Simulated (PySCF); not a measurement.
Compound: C7H10FP.
Bonds: F1–C2, C2–C3 (double), C3–C4, C4–C5, C5–P6, P6–C7, C7–C8, C8–C9, C2–P6, C7–C9. Hydrogens: H10 on C3; H11, H12 on C4; H13, H14 on C5; H15 on C7; H16, H17 on C8; H18, H19 on C9.

The same species was optimised twice, with GFN2-xTB and with PBE0-D3(BJ)/def2-SVP (PySCF), and the same property calculations (PySCF, gas phase) were run on both structures.

| coordinate | GFN2-xTB | PBE0-D3(BJ)/def2-SVP | change |
| --- | --- | --- | --- |
| F1–C2 (Å) | 1.344 | 1.330 | -0.014 |
| C2=C3 (Å) | 1.325 | 1.336 | +0.011 |
| P6–C7 (Å) | 1.845 | 1.835 | -0.010 |
| C2–P6 (Å) | 1.833 | 1.842 | +0.009 |
| C3–C4 (Å) | 1.494 | 1.499 | +0.005 |
| C7–C9 (Å) | 1.503 | 1.507 | +0.004 |
| C7–C8 (Å) | 1.503 | 1.506 | +0.003 |
| C5–P6 (Å) | 1.869 | 1.867 | -0.002 |
| C4–C5 (Å) | 1.537 | 1.539 | +0.002 |
| C8–C9 (Å) | 1.492 | 1.492 | 0.000 |
| C5–P6–C7 (°) | 99.4 | 102.1 | +2.7 |
| C2–P6–C7 (°) | 96.5 | 98.9 | +2.4 |
| C3–C2–P6 (°) | 116.5 | 116.0 | -0.5 |
| P6–C7–C9 (°) | 117.8 | 118.2 | +0.4 |
| C2–C3–C4 (°) | 115.1 | 114.8 | -0.3 |
| F1–C2–P6 (°) | 119.8 | 120.1 | +0.3 |
| C4–C5–P6 (°) | 109.8 | 109.5 | -0.3 |
| C3–C4–C5 (°) | 108.0 | 107.7 | -0.3 |
| C5–P6–C7–C8 (°) | -172 | -173 | -1 |

Rotational constants: A = 2060, B = 1148, C = 878.8 MHz (GFN2-xTB) against A = 2079, B = 1130, C = 865.1 MHz (PBE0-D3(BJ)/def2-SVP). Point groups within 0.08 Å: C1 and C1.

On the GFN2-xTB structure: HOMO (eV) -6.69 [PBE0/pcSseg-1]; LUMO (eV) 0.09 [PBE0/pcSseg-1]; dipole (D) 2.52 [PBE0/pcSseg-1]; GIAO shielding of F1 (ppm) 295.1 [PBE0/pcSseg-1]; GIAO shielding of C2 (ppm) 4.6 [PBE0/pcSseg-1]; GIAO shielding of C3 (ppm) 66.9 [PBE0/pcSseg-1]; GIAO shielding of C4 (ppm) 156.1 [PBE0/pcSseg-1]; GIAO shielding of C5 (ppm) 159.6 [PBE0/pcSseg-1]; GIAO shielding of P6 (ppm) 340.3 [PBE0/pcSseg-1]; GIAO shielding of C7 (ppm) 172.4 [PBE0/pcSseg-1]; GIAO shielding of C8/C9 (mean) (ppm) 181.7 [PBE0/pcSseg-1].

What do these properties become on the PBE0-D3(BJ)/def2-SVP structure?

```json
{"property": "HOMO (eV)", "level": "PBE0/pcSseg-1", "on GFN2-xTB": "-6.69", "on PBE0-D3(BJ)/def2-SVP": "-6.60", "change": "+0.09"}
{"property": "LUMO (eV)", "level": "PBE0/pcSseg-1", "on GFN2-xTB": "0.09", "on PBE0-D3(BJ)/def2-SVP": "0.06", "change": "-0.03"}
{"property": "dipole (D)", "level": "PBE0/pcSseg-1", "on GFN2-xTB": "2.52", "on PBE0-D3(BJ)/def2-SVP": "2.45", "change": "-0.07"}
{"property": "energy, GFN2-xTB geometry as zero (kcal/mol)", "level": "PBE0/pcSseg-1", "on GFN2-xTB": "0.0", "on PBE0-D3(BJ)/def2-SVP": "-0.6", "change": "-0.6"}
{"property": "GIAO shielding of F1 (ppm)", "level": "PBE0/pcSseg-1", "on GFN2-xTB": "295.1", "on PBE0-D3(BJ)/def2-SVP": "294.1", "change": "-1.0"}
{"property": "GIAO shielding of C2 (ppm)", "level": "PBE0/pcSseg-1", "on GFN2-xTB": "4.6", "on PBE0-D3(BJ)/def2-SVP": "3.4", "change": "-1.2"}
{"property": "GIAO shielding of C3 (ppm)", "level": "PBE0/pcSseg-1", "on GFN2-xTB": "66.9", "on PBE0-D3(BJ)/def2-SVP": "64.6", "change": "-2.3"}
{"property": "GIAO shielding of C4 (ppm)", "level": "PBE0/pcSseg-1", "on GFN2-xTB": "156.1", "on PBE0-D3(BJ)/def2-SVP": "154.5", "change": "-1.6"}
{"property": "GIAO shielding of C5 (ppm)", "level": "PBE0/pcSseg-1", "on GFN2-xTB": "159.6", "on PBE0-D3(BJ)/def2-SVP": "158.2", "change": "-1.4"}
{"property": "GIAO shielding of P6 (ppm)", "level": "PBE0/pcSseg-1", "on GFN2-xTB": "340.3", "on PBE0-D3(BJ)/def2-SVP": "335.5", "change": "-4.8"}
{"property": "GIAO shielding of C7 (ppm)", "level": "PBE0/pcSseg-1", "on GFN2-xTB": "172.4", "on PBE0-D3(BJ)/def2-SVP": "174.9", "change": "+2.5"}
{"property": "GIAO shielding of C8/C9 (mean) (ppm)", "level": "PBE0/pcSseg-1", "on GFN2-xTB": "181.7", "on PBE0-D3(BJ)/def2-SVP": "179.5", "change": "-2.2"}
```

The heavy atoms differ by 0.033 Å rms after alignment. Among bonds between heavy atoms F1–C2 changes most (-0.014 Å). Changes are differences of the printed values. Neither structure is proved a minimum here.
